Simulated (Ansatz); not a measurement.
MnCl₂. Total charge 0; doublet. Geometry relaxed at B3LYP-D4/def2-TZVP.

```xyz
3

Mn    0.000    0.000    0.000
Cl   -0.734   -0.230    2.017
Cl    0.734    0.230   -2.017
```

The charge 0 doublet is spin-contaminated (final ⟨S²⟩ up to 2.68, 0.75 for a pure state). The relaxation made no stability test and no search for a lower SCF solution. The geometry of the doublet was relaxed on an unsound state (⟨S²⟩ 2.68, where a pure state has 0.75). At PBE0-D4/def2-TZVP a sextet of charge 0 lies 2.78 eV below the doublet, each at its own geometry. The structure comes from a short search, and lower isomers may exist.

Task: Estimate the harmonic wavenumbers at UKS B3LYP-D4/def2-TZVP (Ansatz, unscaled). Is this a minimum?

Result: 68, 68, 336, 485 cm⁻¹. Yes, no mode is imaginary beyond noise. Zero-point energy 5.7 kJ/mol. Hardware: 4 threads of Arm Neoverse V1 on a shared host. Wall time 2.2 min.
